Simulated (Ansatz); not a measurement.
Total energies of CH₆S₂Si, SMILES `SC[SiH2]S`.

Z-matrix (Å, degrees):
```
C
Si 1 1.877
S 1 1.812 2 111.7
H 1 1.094 2 108.5 3 -115.8
H 1 1.092 2 112.7 3 125.3
S 2 2.139 1 112.3 3 -55.4
H 2 1.483 1 108.8 3 66.7
H 2 1.487 1 110.3 3 -171.7
H 3 1.344 1 96.4 2 60.8
H 6 1.344 2 94.2 1 77.3
```

Charge 0, multiplicity 1. The geometry is a stationary point of PBE0-D4/def2-TZVP. It is one conformer, not always the lowest. Basis def2-TZVPP, Ansatz 0.2.0.

RPA on PBE orbitals: Hartree–Fock energy of these orbitals -1125.38423 Eh, correlation -1.15777 Eh (frozen core).

| functional | kind | energy without D4 (Eh) | D4 term (kJ/mol) |
| --- | --- | --- | --- |
| PBE | GGA | -1127.11743 | -26.2 |
| ωB97X-V | range-separated hybrid GGA with VV10 | -1127.49719 | – |

Question: Give the same for LDA (SPW92), revPBE, BLYP, r2SCAN, B97M-V, PBE0, B3LYP, r2SCANh, r2SCAN0, HSE06 (plane-wave form), BHLYP, CAM-B3LYP, LC-ωPBE, ωB97M-V, B2PLYP, PBE-QIDH. (Best estimate.)

Answer: The calculation gave: 
```json
{"functional": "LDA (SPW92)", "kind": "LDA", "energy without D4 (Eh)": "-1123.36660", "D4 term (kJ/mol)": "–"}
{"functional": "revPBE", "kind": "GGA", "energy without D4 (Eh)": "-1127.45269", "D4 term (kJ/mol)": "-73.1"}
{"functional": "BLYP", "kind": "GGA", "energy without D4 (Eh)": "-1127.63059", "D4 term (kJ/mol)": "-56.9"}
{"functional": "r2SCAN", "kind": "meta-GGA", "energy without D4 (Eh)": "-1127.56627", "D4 term (kJ/mol)": "-6.2"}
{"functional": "B97M-V", "kind": "meta-GGA with VV10", "energy without D4 (Eh)": "-1127.39826", "D4 term (kJ/mol)": "–"}
{"functional": "PBE0", "kind": "global hybrid, 25 % exact exchange", "energy without D4 (Eh)": "-1127.22233", "D4 term (kJ/mol)": "-22.3"}
{"functional": "B3LYP", "kind": "global hybrid, 20 %", "energy without D4 (Eh)": "-1127.73267", "D4 term (kJ/mol)": "-42.6"}
{"functional": "r2SCANh", "kind": "meta-GGA hybrid, 10 %", "energy without D4 (Eh)": "-1127.56006", "D4 term (kJ/mol)": "-6.7"}
{"functional": "r2SCAN0", "kind": "meta-GGA hybrid, 25 %", "energy without D4 (Eh)": "-1127.55175", "D4 term (kJ/mol)": "-7.5"}
{"functional": "HSE06 (plane-wave form)", "kind": "screened hybrid", "energy without D4 (Eh)": "-1127.19812", "D4 term (kJ/mol)": "-21.0"}
{"functional": "BHLYP", "kind": "global hybrid, 50 %", "energy without D4 (Eh)": "-1127.64044", "D4 term (kJ/mol)": "-34.5"}
{"functional": "CAM-B3LYP", "kind": "range-separated hybrid", "energy without D4 (Eh)": "-1127.67240", "D4 term (kJ/mol)": "-23.0"}
{"functional": "LC-ωPBE", "kind": "long-range corrected hybrid", "energy without D4 (Eh)": "-1127.33202", "D4 term (kJ/mol)": "–"}
{"functional": "ωB97M-V", "kind": "range-separated hybrid meta-GGA with VV10", "energy without D4 (Eh)": "-1127.57743", "D4 term (kJ/mol)": "–"}
{"functional": "B2PLYP", "kind": "double hybrid", "energy without D4 (Eh)": "-1127.25534", "D4 term (kJ/mol)": "–"}
{"functional": "PBE-QIDH", "kind": "double hybrid", "energy without D4 (Eh)": "-1126.96255", "D4 term (kJ/mol)": "–"}
```

B3LYP takes the VWN-RPA correlation (the form of Gaussian; ORCA's B3LYP/G). HSE06 is the plane-wave form, built on full-range PBE exchange. The double hybrids freeze the cores in their second-order part.

LC-ωPBE has ω = 0.4 bohr⁻¹.
